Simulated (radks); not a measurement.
Effect of the nuclear size on neutral chromium, [Ar] 3d5 4s1. Method: Dirac Kohn-Sham, PBE, spin-unpolarised, spherical densities, finite nucleus; open shells fill j = l - 1/2 first; Fermi nuclear charge, rms radius 3.6452 fm; computed with a radial shooting solver on a logarithmic mesh with Libxc functionals. The rms radius is varied about that value; shifts are against it.

rms radius (fm)  total energy shift (eV)  density at nucleus (e/bohr^3)  1s1/2 shift (meV)  2s1/2 shift (meV)  3s1/2 shift (meV)
3.0255                           -0.0230                      1.152e+04              -9.74             -0.853             -0.120
3.4957                          -0.00592                      1.145e+04              -2.51             -0.220             -0.031
3.6452                                 0                      1.144e+04              0.000              0.000              0.000
3.8348                           0.00785                      1.142e+04               3.33              0.292              0.041
4.3852                            0.0328                      1.136e+04               13.9               1.22              0.171

Slopes of the eigenvalues against <r^2> in GHz/fm^2, as finite differences over the two radii next to the reference (eigenvalue slopes, not the field-shift constants of lines): 1s1/2 568, 2s1/2 49.7, 3s1/2 6.98.
